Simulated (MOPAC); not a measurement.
MOPAC input (PM7):

```
PM7 PRECISE GNORM=0.05 LET XYZ GEO-OK AUX(PRECISION=9) THREADS=1
H3Sb

Sb    0.00020347 1   -0.00057521 1    0.05360724 1
H    -0.91134945 1   -1.07727245 1   -0.91954118 1
H    -0.49094307 1    1.33948235 1   -0.89520480 1
H     1.39191538 1   -0.23287408 1   -0.91922302 1
```

Output:

```
 *******************************************************************************
 **                                                                           **
 **                              MOPAC v23.2.5                                **
 **                                                                           **
 *******************************************************************************
 ** MOPAC's Digital Object Identifier: https://doi.org/10.5281/zenodo.6511958 **
 **                                                                           **
 ** Please cite the open-source release paper for use of this MOPAC version:  **
 ** J. E. Moussa and J. J. P. Stewart (2026)                                  **
 ** MOPAC: An open-source semiempirical molecular orbital program             **
 ** J. Open Source Softw., 11(119), 8025, https://doi.org/10.21105/joss.08025 **
 *******************************************************************************

                              PM7 CALCULATION RESULTS

 *******************************************************************************
 *  PM7        - The PM7 Hamiltonian to be used
 *  GEO-OK     - OVERRIDE INTERATOMIC DISTANCE AND OTHER SAFETY CHECKS
 *  LET        - OVERRIDE SOME SAFETY CHECKS
 *  PRECISE    - TIGHTER CRITERIA TO BE USED
 *  XYZ        - CARTESIAN COORDINATE SYSTEM TO BE USED
 *  GNORM      - EXIT WHEN GRADIENT NORM DROPS BELOW 0.050
 *  AUX        - OUTPUT AUXILIARY INFORMATION
 *******************************************************************************
PM7 PRECISE GNORM=0.05 LET XYZ GEO-OK AUX(PRECISION=9) THREADS=1
 H3Sb

   ATOM   CHEMICAL          X               Y               Z
  NUMBER   SYMBOL      (ANGSTROMS)     (ANGSTROMS)     (ANGSTROMS)

     1      Sb          0.00020347  *  -0.00057521  *   0.05360724  *
     2       H         -0.91134945  *  -1.07727245  *  -0.91954118  *
     3       H         -0.49094307  *   1.33948235  *  -0.89520480  *
     4       H          1.39191538  *  -0.23287408  *  -0.91922302  *

          CARTESIAN COORDINATES

    NO.       ATOM           X           Y           Z

     1        Sb          0.0002     -0.0006      0.0536
     2         H         -0.9113     -1.0773     -0.9195
     3         H         -0.4909      1.3395     -0.8952
     4         H          1.3919     -0.2329     -0.9192

 General Reference for PM7:
 "Optimization of Parameters for Semiempirical Methods VI: More Modifications to the
 NDDO Approximations and Re-optimization of Parameters", J. J. P. Stewart, J. Mol. Mod., 1:32, 19 (2013)
 https://link.springer.com/article/10.1007/s00894-012-1667-x

           Empirical Formula: H3 Sb  =     4 atoms

      MOLECULAR POINT GROUP   :   C3v

      RHF CALCULATION, NO. OF DOUBLY OCCUPIED LEVELS = 4

          Geometry optimization using EF

          DIAGONAL MATRIX USED AS START HESSIAN

 CYCLE:     1  GRAD.:    36.294 HEAT:  39.67384
 CYCLE:     2  GRAD.:    44.558 HEAT:  39.98778
 CYCLE:     3  GRAD.:     4.258 HEAT:  38.60856
 CYCLE:     4  GRAD.:     1.122 HEAT:  38.59119
 CYCLE:     5  GRAD.:     0.308 HEAT:  38.58726
 CYCLE:     6  GRAD.:     0.048 HEAT:  38.58707

     GRADIENT =  0.04751 IS LESS THAN CUTOFF =  0.05000

 -------------------------------------------------------------------------------
 PM7 PRECISE GNORM=0.05 LET XYZ GEO-OK AUX(PRECISION=9) THREADS=1
 H3Sb

     GEOMETRY OPTIMISED USING EIGENVECTOR FOLLOWING (EF).
     SCF FIELD WAS ACHIEVED

                              PM7 CALCULATION
                                                       MOPAC v23.2.5 Linux

          FINAL HEAT OF FORMATION =         38.58707 KCAL/MOL =     161.44832 KJ/MOL

          COSMO AREA              =         84.64 SQUARE ANGSTROMS
          COSMO VOLUME            =         71.45 CUBIC ANGSTROMS

          GRADIENT NORM           =          0.04751          =       0.02375 PER ATOM
          IONIZATION POTENTIAL    =         10.152887 EV
          HOMO LUMO ENERGIES (EV) =        -10.153  1.699
          NO. OF FILLED LEVELS    =          4
          MOLECULAR WEIGHT        =        124.7737         POINT GROUP:  C3v

          MOLECULAR DIMENSIONS (Angstroms)

            Atom       Atom       Distance
            H     4    H     2     2.53564
            H     2    H     3     2.19593
           Sb     1    H     2     0.97094

          SCF CALCULATIONS        =          7

   ATOM   CHEMICAL          X               Y               Z
  NUMBER   SYMBOL      (ANGSTROMS)     (ANGSTROMS)     (ANGSTROMS)

     1      Sb          0.00020831  *  -0.00058890  *   0.05488313  *
     2       H         -0.94188956  *  -1.11376786  *  -0.92449178  *
     3       H         -0.50734954  *   1.38423582  *  -0.89933724  *
     4       H          1.43880873  *  -0.24098166  *  -0.92416292  *

                             CARTESIAN COORDINATES

   1   Sb        0.000208313    -0.000588901     0.054883131
   2    H       -0.941889557    -1.113767861    -0.924491779
   3    H       -0.507349537     1.384235820    -0.899337241
   4    H        1.438808727    -0.240981662    -0.924162924

           Empirical Formula: H3 Sb  =     4 atoms

      MOLECULAR POINT GROUP   :   C3v

                  EIGENVALUES
 -36.15322 -13.04958 -13.04958 -10.15289   1.69871   1.69871   2.92502  17.65968
  17.65968  17.67889  19.08491  19.08491

              NET ATOMIC CHARGES AND DIPOLE CONTRIBUTIONS

  ATOM NO.   TYPE          CHARGE      No. of ELECS.   s-Pop       p-Pop       d-Pop
    1         Sb           0.044911        4.9551     1.92554     2.90863     0.12092
    2          H          -0.014970        1.0150     1.01497
    3          H          -0.014970        1.0150     1.01497
    4          H          -0.014970        1.0150     1.01497
 DIPOLE           X         Y         Z       TOTAL
 POINT-CHG.     0.001    -0.002     0.209     0.209
 HYBRID         0.001    -0.004     0.363     0.363
 SUM            0.002    -0.006     0.573     0.573

          ATOMIC ORBITAL ELECTRON POPULATIONS

     Atom    s        px        py        pz      x^2-y^2     xz        z^2       yz        xy
    1 Sb   1.92554   0.84577   0.84581   1.21705   0.02202   0.03897   0.00018   0.03796   0.02179
    2  H   1.01497
    3  H   1.01497
    4  H   1.01497

 **********************
 *                    *
 * JOB ENDED NORMALLY *
 *                    *
 **********************

 == MOPAC DONE ==
```

The geometry given is a B3LYP-D3(BJ)/def2-TZVP minimum.
